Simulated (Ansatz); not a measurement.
Cost and result for the atomization energy of CH₇AlFNSi (`[CH3][Al]([F])[NH][SiH3]`) (12 atoms, 11 bonds).

Cartesian coordinates in Å:
```
C 0.172 0.955 -1.866
Al 1.211 0.206 -0.419
F 2.864 0.230 -0.486
N 0.537 -0.540 1.047
Si -1.100 -0.778 1.532
H 0.402 2.017 -1.998
H 0.412 0.460 -2.812
H -0.902 0.859 -1.696
H 1.223 -0.881 1.710
H -1.422 -0.078 2.806
H -1.429 -2.218 1.726
H -1.969 -0.232 0.456
```

Charge 0, multiplicity 1. The geometry is a stationary point of PBE0-D4/def2-TZVP. It is one conformer, not always the lowest. Program: Ansatz. All runs use 4 threads of an Arm Neoverse V2 on a shared host. Times are those of one run each, without the atoms' runs, and a repeat can differ threefold. Electronic energies, without spin–orbit coupling; frozen cores. CCSD(T)/CBS adds CCSD(T) − MP2 in def2-TZVPP to the MP2 limit, and its time is that of the two runs behind it. T1 = 0.011. B3LYP takes the VWN-RPA correlation (the form of Gaussian; ORCA's B3LYP/G).

CCSD(T)/CBS is a level of theory with its own doubt, some kJ/mol a heavy atom from the limit and from the frozen cores, so smaller differences don't rank the functionals.

```
                             level  functions  wall time  atomization (kJ/mol)  difference from CCSD(T)/CBS  per bond
   PBE-D4/def2-TZVPP (with forces)        275      2.1 s                4286.5                         -4.6      -0.4
                PBE0-D4/def2-TZVPP        275      2.6 s                4234.5                        -56.6      -5.1
 B3LYP-D4/def2-TZVPP (with forces)        275      4.3 s                4275.1                        -16.0      -1.5
r2SCAN-D4/def2-TZVPP (with forces)        275      4.3 s                4273.5                        -17.6      -1.6
                 B2PLYP/def2-TZVPP        275      4.7 s                4235.0                        -56.1      -5.1
                ωB97X-V/def2-TZVPP        275      7.5 s                4295.0                          3.9       0.4
  ωB97M-V/def2-TZVPP (with forces)        275       11 s                4289.2                         -1.9      -0.2
                    MP2/def2-QZVPP        521       19 s                4296.5                          5.4       0.5
                CCSD(T)/def2-TZVPP        275    2.4 min                4173.3                       -117.8     -10.7
                 CCSD(T)/CBS(def2)          –    2.7 min                4291.1                          0.0       0.0
```

In def2-TZVPP, CCSD(T) changes the Hartree–Fock value by +983.4 kJ/mol (the triples alone add +49.3 kJ/mol) and MP2 by +1035.1 kJ/mol; breaking electron pairs costs correlation energy, which Hartree–Fock lacks. The D4 term adds +37.4 kJ/mol with B3LYP and +19.8 kJ/mol with PBE0; it sums over pairs of atoms, weighted by their polarisabilities, and B3LYP, whose exchange is more repulsive, gets the larger term. From PBE to PBE0 (25 % exact exchange), in def2-TZVPP and without D4, the atomization energy moves by −48.6 kJ/mol: exact exchange takes away binding that semilocal exchange gives to molecules.
